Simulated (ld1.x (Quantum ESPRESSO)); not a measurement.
**An all-electron radial function and its pseudo partner (Ti)**

Columns: radius, all-electron u(r) and pseudo u(r) of the 4s shell (level -4.60 eV) of titanium in the configuration [Ne] 3s2 3p6 3d2 4s2 4p0; LDA (PZ), scalar-relativistic, ultrasoft scheme, ld1.x (Quantum ESPRESSO) 7.5.

```csv
r (bohr),all-electron,pseudo
0.138,-0.0950,-0.0267
0.275,-0.1352,-0.0536
0.413,0.0301,-0.0817
0.550,0.1849,-0.1108
0.688,0.2596,-0.1417
0.825,0.2557,-0.1741
0.963,0.1968,-0.2083
1.100,0.1077,-0.2438
1.238,0.0053,-0.2808
1.375,-0.0972,-0.3183
1.513,-0.1943,-0.3563
1.650,-0.2807,-0.3936
1.788,-0.3560,-0.4299
1.925,-0.4188,-0.4639
2.062,-0.4701,-0.4952
2.200,-0.5109,-0.5231
2.338,-0.5419,-0.5467
2.475,-0.5640,-0.5653
2.613,-0.5787,-0.5788
2.750,-0.5866,-0.5866
2.888,-0.5890,-0.5890
3.025,-0.5864,-0.5864
3.162,-0.5799,-0.5799
3.300,-0.5699,-0.5699
3.438,-0.5572,-0.5572
3.575,-0.5423,-0.5423
```

(1) How many radial nodes do the two functions have?

(2) At about which radius was the pseudo-wave matched?

(3) Is the pseudo-wave norm-conserving?

## Answers

(1) The all-electron 4s function has n − l − 1 = 3 (the table is too coarse to show those close to the nucleus); the pseudo-wave has 0, since the states of the same l below it are removed with the core.

(2) 2.75 bohr, where the columns begin to agree (steps of 0.14 bohr).

(3) No, it belongs to an ultrasoft set: the norm inside the radius is not constrained, and the difference is carried by the augmentation charge.
